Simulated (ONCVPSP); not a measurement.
# An all-electron radial function and its pseudo partner (C (Z = 6))

Columns: radius, all-electron u(r) and pseudo u(r) of the 2s shell (level -40.38 eV) of carbon in the configuration [He] 2s2; PBE, scalar-relativistic, ONCV scheme, ONCVPSP 4.0.1.

```
r (bohr)  all-electron  pseudo
   0.042       -0.2350  0.0240
   0.085       -0.3603  0.0497
   0.128       -0.4036  0.0773
   0.170       -0.3911  0.1063
   0.212       -0.3418  0.1373
   0.255       -0.2663  0.1712
   0.298       -0.1754  0.2077
   0.340       -0.0786  0.2464
   0.382        0.0213  0.2885
   0.425        0.1228  0.3349
   0.467        0.2189  0.3825
   0.510        0.3122  0.4323
   0.552        0.3971  0.4811
   0.595        0.4771  0.5306
   0.638        0.5496  0.5800
   0.680        0.6134  0.6281
   0.722        0.6702  0.6757
   0.765        0.7212  0.7224
   0.807        0.7641  0.7642
   0.850        0.8013  0.8013
   0.892        0.8312  0.8312
   0.935        0.8557  0.8557
   0.977        0.8740  0.8740
   1.020        0.8874  0.8874
   1.062        0.8957  0.8957
   1.105        0.8997  0.8997
```

How many radial nodes do the two functions have?

The all-electron 2s function has n − l − 1 = 1; the pseudo-wave has 0, since the states of the same l below it are removed with the core.

At about which radius was the pseudo-wave matched?

0.85 bohr, where the columns begin to agree (steps of 0.04 bohr).

Is the pseudo-wave norm-conserving?

Yes: the ONCV scheme keeps the norm inside the radius equal to the all-electron one, which fixes the energy derivative of the logarithmic derivative at the level.
